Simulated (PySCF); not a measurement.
Structure problem from calculated spectra and properties.

Formula: C8H16NP.

- 1H NMR: chemical shifts (computed TMS as zero) by class: 3.03 (3 H), 1.86 (2 H), 1.82 (2 H), 1.69 (1 H), 1.55 (2 H), 1.53 (2 H), 1.32 (2 H), 1.23 (2 H) ppm [GIAO KT3/pcSseg-1]
- Dipole: 3.20 D [KT3/pcSseg-1]
- 13C NMR: chemical shifts (computed TMS as zero) by class: 35.4 (1 C), 35.0 (1 C), 34.2 (2 C), 27.8 (2 C), 26.7 (2 C) ppm [GIAO KT3/pcSseg-1]
- NMR, other nuclei: isotropic shieldings of nuclei other than C and H, by class: 196 (1 N), 307 (1 P) ppm [GIAO KT3/pcSseg-1]
- Rotational structure: rotational constants A, B, C: 1.514, 1.129, 0.858 GHz [PBE0-D3(BJ)/def2-SVP]

Gas-phase values; electronic properties from PySCF, density fitting. Levels stand in brackets. One conformer (not necessarily the lowest) at the PBE0-D3(BJ)/def2-SVP geometry, without solvent, vibrations or thermal averaging. NMR values are class means; diastereotopic atoms form classes of their own.

Problem. Give a SMILES that accounts for the data.

Solution. Numbering: `[CH3:1][N:2]=[P@:3]12[CH2:4][CH2:5][CH2:6][C@H:7]1[CH2:8][CH2:9][CH2:10]2`. 8 carbons fall into 5 classes; from least to most shielded: N-methyl carbon [C1] (35.4 ppm), ring sp3 carbon bound to phosphorus [C7] (35.0 ppm), ring CH2 carbon [C6/C8] (34.2 ppm, 2 C), ring sp3 carbon bound to phosphorus [C4/C10] (27.8 ppm, 2 C, up to 7.2 ppm apart in this geometry), ring CH2 carbon [C5/C9] (26.7 ppm, 2 C, up to 5.7 ppm apart in this geometry). Hydrogen classes from least to most shielded: 3 H on an N-methyl carbon, C1 (3.03 ppm), 2 H on 2 ring CH2 carbons, C6/C8 (1.86 ppm), 2 H on 2 like atoms (sp3 carbon bound to phosphorus), C4/C10 (1.82 ppm, a mean of values up to 0.6 ppm apart in this geometry), 1 H on an sp3 carbon bound to phosphorus, C7 (1.69 ppm), 2 H on 2 ring CH2 carbons, C5/C9 (1.55 ppm), 2 H on 2 ring CH2 carbons, C5/C9 (1.53 ppm), 2 H on 2 like atoms (sp3 carbon bound to phosphorus), C4/C10 (1.32 ppm, a mean of values up to 0.9 ppm apart in this geometry), 2 H on 2 ring CH2 carbons, C6/C8 (1.23 ppm, a mean of values up to 0.8 ppm apart in this geometry). The other shieldings belong to: 196 ppm, nitrogen bonded to C and P [N2]; 307 ppm, phosphorus bonded to 3 C and N [P3]. The optimised geometry has point group C1 and is an asymmetric top. Structure: `CN=[P@]12CCC[C@H]1CCC2`. Computed isomers that give other values at the same levels: `C=CP(C1CC1)N(C)CC` (smallest rotational constant: 0.585 GHz; this holds for the one conformer computed); `C=CP(C=C)NC(C)(C)C` (smallest rotational constant: 0.612 GHz; this holds for the one conformer computed). The assignments are read from this structure; whether some other isomer fits the data as well wasn't checked.
